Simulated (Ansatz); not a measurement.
Gas-phase electronic energies from Ansatz, PBE0-D4/def2-TZVP geometries. CBS: MP2 limit from def2 TZ/QZ plus the TZ coupled-cluster correction, frozen cores. Functionals use def2-TZVPP. Elements past krypton have def2 core potentials. For Ga, Te outer-core shells are correlated without core-valence functions, which leaves a few kJ/mol of doubt a bond. Scalar relativity is left out up to krypton.

`Cl[BH][GaH2]` + H₂Te → `ClB[TeH]` + `[GaH3]`  (cleavage of the B–Ga bond)

(1) Is it downhill or uphill in electronic energy at CCSD(T)/CBS, and by how much? (Estimate.)

(2) What do these levels give: BLYP-D4, B2PLYP, LC-ωPBE, HF/def2-SVP, MP2/def2-SVP, MP2/CBS(def2)? (An estimate is asked.)

Largest T1 diagnostic among the species: 0.014.

Results:

(1) The calculation gave: Downhill: ΔE = -17.9 kcal/mol.

(2) Computed: BLYP-D4 -17.6, B2PLYP -18.3, LC-ωPBE -16.8, HF/def2-SVP -17.1, MP2/def2-SVP -20.8, MP2/CBS(def2) -20.6 kcal/mol.

At CCSD(T), def2-SVP lies −0.9 kcal/mol from the extrapolated value and def2-TZVPP +0.0 kcal/mol. In def2-TZVPP, CCSD(T) changes the Hartree–Fock value by −1.4 kcal/mol (the triples alone add −0.8 kcal/mol) and MP2 by −4.2 kcal/mol. Leaving LDA and LC-ωPBE aside and taking each functional with its dispersion term where it has one, the values, not all of them listed here, spread over 2.3 kcal/mol, from B97M-V to CAM-B3LYP-D4. LDA lies −0.9 kcal/mol from PBE without D4.
